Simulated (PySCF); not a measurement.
**How methods differ on the excitation energy of V⁺**

V⁺ [Ar] 3d4 (5D) → V⁺ [Ar] 3d3 4p1 (high-spin determinant), as a difference of total energies. Computed with PySCF 2.14 in def2-QZVPPD (11s6p5d3f2g, 93 functions), with the non-relativistic Hamiltonian (point nucleus). Correlated levels: valence and next inner shell: [Ne] frozen. The calculations carry no spin-orbit coupling.

```json
{"method": "UHF", "excitation energy (cm⁻¹)": "28898"}
{"method": "MP2 (valence and next inner shell)", "excitation energy (cm⁻¹)": "38352"}
{"method": "SCS-MP2 (valence and next inner shell)", "excitation energy (cm⁻¹)": "34841"}
{"method": "CCSD (valence and next inner shell)", "excitation energy (cm⁻¹)": "35954"}
{"method": "CCSD(T) (valence and next inner shell)", "excitation energy (cm⁻¹)": "36217"}
```

The determinant of the upper state mixes LS terms, which raises its energy above the lowest term, most at the Hartree-Fock and MP2 levels.
